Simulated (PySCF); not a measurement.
Cards and structures have been mixed up. Pair them.

Structures:
1. `FC(Cl)Cl`
2. `FC(F)(F)p1[pH]p1[SiH3]`
3. `CC(C)Cl`
4. `CCS[SiH2]NC`

Card P (geometry GFN2-xTB):
- Rotational constants A, B, C: 8.122, 4.616, 3.243 GHz
- Static isotropic polarisability (CAM-B3LYP/def2-SVPD): 52.7 au
- Dipole moment (CAM-B3LYP/def2-SVPD): 2.26 D
- Point group: Cs
- HOMO energy (CAM-B3LYP/def2-SVPD): -9.76 eV
- Lowest triplet excitation (Tamm–Dancoff) (TDA CAM-B3LYP/def2-SVPD): 6.74 eV
- Core binding energies (ΔSCF SCAN, pcX-2 on the ionised atom, pcseg-1 elsewhere, spin-free X2C, 2p3/2 from a spin–orbit splitting computed afterwards within the 2p shell): Cl2p3/2 205.6, C1s 291.0 (×2), C1s 292.3, Cl1s 2828.2 eV

Card Q (geometry GFN2-xTB):
- Rotational constants A, B, C: 1.949, 0.662, 0.601 GHz
- Static isotropic polarisability (CAM-B3LYP/def2-SVPD): 116.2 au
- Strongest line among the 8 lowest singlet transitions (TDDFT CAM-B3LYP/def2-SVPD): S8 at 6.40 eV (194 nm, f = 0.106)
- HOMO energy (CAM-B3LYP/def2-SVPD): -8.78 eV
- 13C chemical shifts (computed TMS as zero) by class (GIAO PBE0/pcSseg-1): 139.1 (1 C) ppm

Card R (geometry GFN2-xTB):
- Rotational constants A, B, C: 6.271, 0.990, 0.916 GHz
- Static isotropic polarisability (CAM-B3LYP/def2-SVPD): 92.9 au
- Dipole moment (CAM-B3LYP/def2-SVPD): 1.17 D
- 13C chemical shifts (computed TMS as zero) by class (GIAO PBE0/pcSseg-1): 31.6 (1 C), 26.6 (1 C), 21.5 (1 C) ppm
- Isotropic shieldings of nuclei other than C and H, by class (GIAO PBE0/pcSseg-1): 261 (1 N), 371 (1 Si), 663 (1 S) ppm

Card S (geometry GFN2-xTB):
* Rotational constants A, B, C: 6.954, 3.281, 2.337 GHz
* Static isotropic polarisability (CAM-B3LYP/def2-SVPD): 43.3 au
* Lowest singlet excitation (TDDFT CAM-B3LYP/def2-SVPD): 7.11 eV (174 nm, f = 0.015)
* Lowest triplet excitation (Tamm–Dancoff) (TDA CAM-B3LYP/def2-SVPD): 6.33 eV
* 13C chemical shifts (computed TMS as zero) by class (GIAO PBE0/pcSseg-1): 124.3 (1 C) ppm

Species are written as SMILES; each is one conformer at its optimised geometry, gas phase, non-relativistic unless stated; the electronic structure was computed with PySCF and density fitting. NMR classes are plain means over equivalent atoms (diastereotopic ones count apart unless rotation or inversion swaps them), as if these changed places fast.

Task: Which card belongs to which structure?

Result: P = 3, Q = 2, R = 4, S = 1. What ties each card to its structure:
- 1 (card S), CHCl2F, monoisotopic mass 101.9 u, 4 heavy atoms: 1 C in 1 class; an asymmetric top with C = 2.337 GHz; polarisability 43.3 au for 50 electrons, the smallest shown. NMR values of atoms bound to several Cl lack the spin–orbit term that these neighbours bring.
- 2 (card Q), CH4F3P3Si, monoisotopic mass 193.9 u, 8 heavy atoms: 1 C in 1 class; an asymmetric top with C = 0.601 GHz, the lowest such constant on the cards; polarisability 116.2 au for 96 electrons, the largest shown.
- 3 (card P), C3H7Cl, monoisotopic mass 78.0 u, 4 heavy atoms: core lines of C and Cl; an asymmetric top with C = 3.243 GHz, the highest such constant on the cards; polarisability 52.7 au for 42 electrons; dipole 2.26 D.
- 4 (card R), C3H11NSSi, monoisotopic mass 121.0 u, 6 heavy atoms: 3 C in 3 classes; the least shielded carbon (31.6 ppm) is an N-methyl carbon; an asymmetric top with C = 0.916 GHz; polarisability 92.9 au for 66 electrons; dipole 1.17 D.
